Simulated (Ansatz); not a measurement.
Diatomic MgBe-, multiplicity 2 (lowest of 2S+1 = 2, 4 at CCSD(T)/def2-TZVPP on PBE0 minima; our sources give no spin for the ground state, which may be another).

The constants come from a fifth-degree fit in 1/R (seven points, main isotopes). Runs in def2 and cc sets follow the lowest solution found near the PBE0 minimum.

Correlated levels freeze the inner cores; with def2 sets outer-core shells near the valence are correlated too.

The values were computed with Ansatz (a first-principles code) with Gaussian orbitals. Each number belongs to the level named beside it.

Task: What bond length and harmonic frequency does CCSD/def2-QZVPP give?

Result: r_e = 2.755 Å, ω_e = 239 cm⁻¹.

Task: What bond length and harmonic frequency does CCSD(T)/def2-TZVPP give?

Result: r_e = 2.693 Å, ω_e = 273 cm⁻¹.

Task: What bond length and harmonic frequency does CCSD(T)/def2-QZVPP give?

Result: r_e = 2.708 Å, ω_e = 261 cm⁻¹.
